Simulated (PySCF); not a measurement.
Isomers of C4H7N3Si, one GFN2-xTB conformer each. Single-point energies are computed at PBE0/pcSseg-1 (PySCF, gas phase, no added dispersion term), electronic only.

**Question.** Rank them by PBE0/pcSseg-1 energy, lowest first (kJ/mol).
A. `[CH2:1]=[CH:2][n:3]1[n:4][n:5][cH:6][c:7]1[SiH3:8]` with C1–C2–N3–N4 0°
B. `CC1=CC([SiH3])=NN=N1`
C. `Cc1nnncc1[SiH3]`
D. `Cc1nncc([SiH3])n1`

**Answer.** D (0.0), A (39.7), C (64.6), B (69.4).

Neighbours under 10 kJ/mol apart (Cc1nnncc1[SiH3] and Cc1cc([SiH3])nnn1) can change places with a better method, another conformer or zero-point energy. GFN2-xTB itself gives, in the same order: 0.0, 21.4, 51.4, 58.7. Both levels put the same isomer lowest; measured from each level's own lowest isomer, the values differ by up to 18.3 kJ/mol (C=Cn1nncc1[SiH3]: 21.4 against 39.7).

**Question.** Which frontier levels, dipoles and rotational constants go with these structures?

**Answer.** 
| SMILES | HOMO (eV, PBE0/pcSseg-1) | LUMO (eV) | dipole (D) | A, B, C (MHz) |
| --- | --- | --- | --- | --- |
| Cc1nncc([SiH3])n1 | -6.63 | -2.14 | 2.62 | 3435, 1236, 924.1 |
| C=Cn1nncc1[SiH3] | -7.38 | -1.41 | 3.97 | 2427, 1621, 983.0 |
| Cc1nnncc1[SiH3] | -6.99 | -2.04 | 5.30 | 2947, 1497, 1011 |
| Cc1cc([SiH3])nnn1 | -6.98 | -1.84 | 5.06 | 3806, 1155, 900.1 |
